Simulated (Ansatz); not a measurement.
Reaction (redistribution): `B[SiH](N)F` + `SC[SiH2]S` → `N[SiH](F)S` + `B[SiH2]CS`

Gas-phase electronic energies from Ansatz, PBE0-D4/def2-TZVP geometries. CCSD(T)/CBS is the MP2 limit (def2-TZVPP, def2-QZVPP) plus CCSD(T) − MP2 in def2-TZVPP, frozen cores. Functionals use def2-TZVPP. One conformer a species, not always the lowest.

```json
{"level": "BHLYP-D4", "ΔE (kcal/mol)": "-1.4"}
{"level": "PBE-QIDH", "ΔE (kcal/mol)": "-1.8"}
```

Task: What does CCSD(T)/CBS give? (Best estimate.)

Result: The calculation gave: -1.4 kcal/mol. The listed levels differ from it by 0.0, -0.4 kcal/mol.

Largest T1 diagnostic among the species: 0.012.

Leaving LDA and LC-ωPBE aside and taking each functional with its dispersion term where it has one, the values, not all of them listed here, spread over 1.6 kcal/mol, from r2SCAN0-D4 to BLYP-D4. In def2-TZVPP, CCSD(T) changes the Hartree–Fock value by +0.9 kcal/mol (the triples alone add +0.2 kcal/mol) and MP2 by +1.3 kcal/mol.
